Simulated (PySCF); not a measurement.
PySCF job for 3-methylthiophene (C5H6S), SMILES Cc1ccsc1, TDA-PBE0/def2-SVPD. Geometry: PBE0-D3(BJ)/def2-SVP.

```python
import numpy as np
from pyscf import gto, scf, dft, tdscf

mol = gto.M(
    atom='''
    C    -0.19751297   -2.46875972   -0.00000000
    C    -0.02521780   -0.98245499   -0.00000000
    C     1.24485485   -0.32295841   -0.00000000
    C     1.14216374    1.04149213   -0.00000000
    S    -0.49738447    1.55017674   -0.00000000
    C    -1.05556186   -0.07470999    0.00000000
    H    -1.25975717   -2.74931085    0.00000000
    H     0.27206884   -2.92444167   -0.88639615
    H     0.27206884   -2.92444167    0.88639615
    H     2.20023557   -0.85120495    0.00000001
    H     1.94569713    1.77683690    0.00000001
    H    -2.12451743   -0.28591970    0.00000000
    ''',
    basis='def2-SVPD',
    charge=0,
    spin=0,
    symmetry=True,
    max_memory=1600,
    verbose=4,
)
mf = dft.RKS(mol, xc='pbe0').density_fit(auxbasis='def2-universal-jkfit')
mf.grids.level = 3
mf.conv_tol = 1e-9
mf.max_cycle = 100
mf.kernel()
mf.grids = dft.Grids(mol).set(level=1).build(with_non0tab=True)  # coarser grid for the response kernel
td = tdscf.TDA(mf)
td.singlet = True
td.nstates = 10
td.conv_tol = 1e-4
td.positive_eig_threshold = 1e-6
td.kernel(x0=td.get_init_guess(mf, 15))
td.analyze()
tt = tdscf.TDA(mf)
tt.singlet = False
tt.nstates = 4
tt.conv_tol = 1e-4
tt.positive_eig_threshold = 1e-6
tt.kernel(x0=tt.get_init_guess(mf, 9))
tt.analyze(verbose=3)
```

Program output:

```
PySCF version 2.14.0

[INPUT] verbose = 4
[INPUT] num. atoms = 12
[INPUT] num. electrons = 52
[INPUT] charge = 0
[INPUT] spin (= nelec alpha-beta = 2S) = 0
[INPUT] symmetry True subgroup None
[INPUT] Mole.unit = angstrom
[INPUT] Symbol           X                Y                Z      unit          X                Y                Z       unit  Magmom
[INPUT]  1 C     -0.197512970000  -2.468759720000   0.000000000000 AA   -0.373245419349  -4.665279738158   0.000000000000 Bohr   0.0
[INPUT]  2 C     -0.025217800000  -0.982454990000   0.000000000000 AA   -0.047654735464  -1.856570860812   0.000000000000 Bohr   0.0
[INPUT]  3 C      1.244854850000  -0.322958410000   0.000000000000 AA    2.352434731337  -0.610302944525   0.000000000000 Bohr   0.0
[INPUT]  4 C      1.142163740000   1.041492130000   0.000000000000 AA    2.158376658009   1.968134886590   0.000000000000 Bohr   0.0
[INPUT]  5 S     -0.497384470000   1.550176740000   0.000000000000 AA   -0.939920426912   2.929409483271   0.000000000000 Bohr   0.0
[INPUT]  6 C     -1.055561860000  -0.074709990000   0.000000000000 AA   -1.994722822936  -0.141181419869   0.000000000000 Bohr   0.0
[INPUT]  7 H     -1.259757170000  -2.749310850000   0.000000000000 AA   -2.380596034757  -5.195444537795   0.000000000000 Bohr   0.0
[INPUT]  8 H      0.272068840000  -2.924441670000  -0.886396150000 AA    0.514135594628  -5.526393823566  -1.675045961369 Bohr   0.0
[INPUT]  9 H      0.272068840000  -2.924441670000   0.886396150000 AA    0.514135594628  -5.526393823566   1.675045961369 Bohr   0.0
[INPUT] 10 H      2.200235570000  -0.851204950000   0.000000010000 AA    4.157842636826  -1.608544231374   0.000000018897 Bohr   0.0
[INPUT] 11 H      1.945697130000   1.776836900000   0.000000010000 AA    3.676834697052   3.357735109021   0.000000018897 Bohr   0.0
[INPUT] 12 H     -2.124517430000  -0.285919700000   0.000000000000 AA   -4.014756089565  -0.540309926618   0.000000000000 Bohr   0.0

nuclear repulsion = 270.195962517496
point group symmetry = Cs
symmetry origin: [7.26817700e-10 7.26817738e-10 7.26817740e-10]
symmetry axis x: [ 1.00000000e+00 -3.94535646e-10  1.00360015e-09]
symmetry axis y: [-3.94535646e-10 -1.00000000e+00 -8.04674825e-11]
symmetry axis z: [ 1.00360015e-09  8.04673028e-11 -1.00000000e+00]
num. orbitals of irrep A' = 121
num. orbitals of irrep A" = 54
number of shells = 75
number of NR pGTOs = 255
number of NR cGTOs = 175
basis = def2-SVPD
ecp = {}


[settings echo left out]
init E= -592.544840487465
HOMO (A") = -0.27202093085339  LUMO (A") = -0.0799137165581634  gap/eV = 5.22750
cycle= 1 E= -591.67370352212  delta_E= 0.871  |g|= 0.317  |ddm|= 6.28
HOMO (A") = -0.205004831953341  LUMO (A") = 0.0204799900074537  gap/eV = 6.13575
cycle= 2 E= -591.651944223364  delta_E= 0.0218  |g|= 0.42  |ddm|= 1.58
HOMO (A") = -0.245390813152582  LUMO (A") = -0.00874933350770979  gap/eV = 6.43934
cycle= 3 E= -591.700814967745  delta_E= -0.0489  |g|= 0.0857  |ddm|= 1.14
HOMO (A") = -0.248678658329399  LUMO (A") = -0.0134963361731444  gap/eV = 6.39964
cycle= 4 E= -591.702858423586  delta_E= -0.00204  |g|= 0.0259  |ddm|= 0.22
HOMO (A") = -0.247026024545809  LUMO (A") = -0.0119245866234241  gap/eV = 6.39744
cycle= 5 E= -591.703015123072  delta_E= -0.000157  |g|= 0.0084  |ddm|= 0.0706
HOMO (A") = -0.247434694690793  LUMO (A") = -0.0120632730449066  gap/eV = 6.40478
cycle= 6 E= -591.703033502979  delta_E= -1.84e-05  |g|= 0.00207  |ddm|= 0.0202
HOMO (A") = -0.247341693885006  LUMO (A") = -0.0119790445317478  gap/eV = 6.40454
cycle= 7 E= -591.703034548133  delta_E= -1.05e-06  |g|= 0.000318  |ddm|= 0.00458
HOMO (A") = -0.247349406337274  LUMO (A") = -0.0119950100572708  gap/eV = 6.40432
cycle= 8 E= -591.703034562393  delta_E= -1.43e-08  |g|= 0.000224  |ddm|= 0.000979
HOMO (A") = -0.247350959158679  LUMO (A") = -0.0119906515232264  gap/eV = 6.40448
cycle= 9 E= -591.703034576167  delta_E= -1.38e-08  |g|= 4.67e-05  |ddm|= 0.00048
HOMO (A") = -0.247346550677935  LUMO (A") = -0.0119867604425226  gap/eV = 6.40447
cycle= 10 E= -591.703034576792  delta_E= -6.26e-10  |g|= 1.18e-05  |ddm|= 0.000136
HOMO (A") = -0.247348564565844  LUMO (A") = -0.0119884808747228  gap/eV = 6.40447
Extra cycle  E= -591.703034576784  delta_E= 8.19e-12  |g|= 1.4e-05  |ddm|= 7.27e-05
converged SCF energy = -591.703034576784
tot grids = 47048
Overwritten attributes  positive_eig_threshold  of <class 'pyscf.tdscf.rks.TDA'>


******** <class 'pyscf.tdscf.rks.TDA'> for <class 'pyscf.df.df_jk.DFSymAdaptedRKS'> ********
nstates = 10 singlet
deg_eia_thresh = 1.000e-03
wfnsym = None
conv_tol = 0.0001
eigh lindep = 1e-12
eigh level_shift = 0
eigh max_cycle = 100


Excitation energies (eV)
[5.84551634 6.00968003 6.18501821 6.25240008 6.47338451 6.80480219
 6.86008549 7.17555992 7.30378487 7.45581785]

** Singlet excitation energies and oscillator strengths **
Excited State   1:   A'      5.84552 eV    212.10 nm  f=0.0826
      25 -> 27        0.41034
      25 -> 31        0.13169
      26 -> 27       -0.47267
      26 -> 31        0.26468
Excited State   2:   A"      6.00968 eV    206.31 nm  f=0.0014
      26 -> 28        0.67741
      26 -> 29        0.11321
Excited State   3:   A'      6.18502 eV    200.46 nm  f=0.0913
      25 -> 27       -0.45811
      26 -> 27       -0.46972
      26 -> 31       -0.18178
Excited State   4:   A"      6.25240 eV    198.30 nm  f=0.0012
      25 -> 28        0.65615
      25 -> 29        0.17047
      25 -> 32        0.11000
      26 -> 28        0.10027
Excited State   5:   A"      6.47338 eV    191.53 nm  f=0.0064
      26 -> 28        0.12084
      26 -> 29       -0.68465
Excited State   6:   A"      6.80480 eV    182.20 nm  f=0.0021
      25 -> 28       -0.16404
      25 -> 29        0.66914
Excited State   7:   A"      6.86009 eV    180.73 nm  f=0.0014
      26 -> 30        0.69702
Excited State   8:   A"      7.17556 eV    172.79 nm  f=0.0074
      25 -> 28       -0.10480
      25 -> 30        0.67885
Excited State   9:   A"      7.30378 eV    169.75 nm  f=0.0195
      26 -> 32       -0.65985
      26 -> 33        0.14790
Excited State  10:   A'      7.45582 eV    166.29 nm  f=0.1587
      24 -> 28       -0.12556
      25 -> 31       -0.57904
      26 -> 31        0.32265

** Transition electric dipole moments (AU) **
state          X           Y           Z        Dip. S.      Osc.
  1        -0.5913      0.4768      0.0000      0.5770      0.0826
  2         0.0000     -0.0000      0.0962      0.0093      0.0014
  3        -0.5289     -0.5680      0.0000      0.6024      0.0913
  4         0.0000     -0.0000      0.0883      0.0078      0.0012
  5         0.0000      0.0000     -0.2016      0.0407      0.0064
  6        -0.0000      0.0000     -0.1125      0.0126      0.0021
  7         0.0000      0.0000     -0.0906      0.0082      0.0014
  8         0.0000     -0.0000      0.2056      0.0423      0.0074
  9        -0.0000     -0.0000      0.3303      0.1091      0.0195
 10        -0.4924     -0.7915      0.0000      0.8690      0.1587

** Transition velocity dipole moments (imaginary part, AU) **
state          X           Y           Z        Dip. S.      Osc.
  1         0.0427      0.0060      0.0000      0.0019      0.0058
  2        -0.0000     -0.0000      0.0503      0.0025      0.0076
  3         0.0306      0.0182      0.0000      0.0013      0.0037
  4         0.0000     -0.0000      0.0360      0.0013      0.0038
  5        -0.0000     -0.0000     -0.0548      0.0030      0.0084
  6         0.0000     -0.0000     -0.0081      0.0001      0.0002
  7        -0.0000     -0.0000     -0.0203      0.0004      0.0011
  8         0.0000     -0.0000      0.0679      0.0046      0.0116
  9         0.0000      0.0000      0.0834      0.0070      0.0173
 10        -0.0331     -0.0840      0.0000      0.0081      0.0198

** Transition magnetic dipole moments (imaginary part, AU) **
state          X           Y           Z
  1         0.0000      0.0000      0.0215
  2        -0.0399     -0.2442      0.0000
  3        -0.0000     -0.0000      0.7116
  4        -0.1807      0.1789     -0.0000
  5         0.1631     -0.4514     -0.0000
  6         0.1744      0.6986      0.0000
  7         0.4107     -0.0489     -0.0000
  8        -0.4692      0.0437      0.0000
  9        -0.1118     -0.0418      0.0000
 10         0.0000     -0.0000     -0.1598


******** <class 'pyscf.tdscf.rks.TDA'> for <class 'pyscf.df.df_jk.DFSymAdaptedRKS'> ********
nstates = 4 triplet
deg_eia_thresh = 1.000e-03
wfnsym = None
conv_tol = 0.0001
eigh lindep = 1e-12
eigh level_shift = 0
eigh max_cycle = 100


Excitation energies (eV)
[3.78129547 4.47143321 5.68443443 5.72916636]

** Triplet excitation energies and oscillator strengths **
Excited State   1:   A'      3.78130 eV    327.89 nm  f=0.0000
Excited State   2:   A'      4.47143 eV    277.28 nm  f=0.0000
Excited State   3:   A'      5.68443 eV    218.11 nm  f=0.0000
Excited State   4:   A"      5.72917 eV    216.41 nm  f=0.0000
```

Self-consistency was reached.
